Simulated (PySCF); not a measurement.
Isomers of C5H7F2NSi, one GFN2-xTB conformer each. Single-point energies are computed at PBE0/pcSseg-1 (PySCF, gas phase, no added dispersion term), electronic only.

```
                     SMILES  GFN2-xTB relative energy (kcal/mol)
         FC(F)[SiH2]n1cccc1                                  0.0
N#CC[C@@H]([SiH3])/C(F)=C\F                                 49.1
  [H]/N=C(/CC#C[SiH3])C(F)F                                 64.1
```

Conformers: `[F:1][CH:2]([F:3])[SiH2:4][n:5]1[cH:6][cH:7][cH:8][cH:9]1` with F1–C2–Si4–N5 -77°, C2–Si4–N5–C6 24°; `[N:1]#[C:2][CH2:3][C@@H:4]([SiH3:5])/[C:6]([F:7])=[CH:8]\[F:9]` with C2–C3–C4–Si5 64°, C3–C4–C6–F7 -52°; `[H]/[N:1]=[C:2](/[CH2:3][C:4]#[C:5][SiH3:6])[CH:7]([F:8])[F:9]` with N1–C2–C3–C4 -115°, N1–C2–C7–F8 -7°.

**Question.** What does PBE0/pcSseg-1 give for the same structures?

**Answer.** 
```
                     SMILES  PBE0/pcSseg-1 E (Eh)  PBE0/pcSseg-1 (kcal/mol)  GFN2-xTB (kcal/mol)  point group
         FC(F)[SiH2]n1cccc1            -738.00768                       0.0                  0.0           C1
N#CC[C@@H]([SiH3])/C(F)=C\F            -737.94861                      37.1                 49.1           C1
  [H]/N=C(/CC#C[SiH3])C(F)F            -737.92879                      49.5                 64.1           C1
```

Both levels put the same isomer lowest; measured from each level's own lowest isomer, the values differ by up to 14.6 kcal/mol ([H]/N=C(/CC#C[SiH3])C(F)F: 64.1 against 49.5). As drawn, the lowest has an aromatic ring, which the highest lacks; the highest has a C≡C bond, a C=N bond and an N–H bond, which the lowest lacks.

**Question.** Which frontier levels, dipoles and rotational constants go with these structures?

**Answer.** 
| SMILES | HOMO (eV, PBE0/pcSseg-1) | LUMO (eV) | dipole (D) | A, B, C (MHz) |
| --- | --- | --- | --- | --- |
| FC(F)[SiH2]n1cccc1 | -6.52 | 0.10 | 1.49 | 3507, 756.6, 653.2 |
| N#CC[C@@H]([SiH3])/C(F)=C\F | -7.48 | -0.26 | 3.25 | 1828, 804.7, 758.0 |
| [H]/N=C(/CC#C[SiH3])C(F)F | -7.81 | -0.97 | 1.19 | 2319, 574.8, 535.4 |
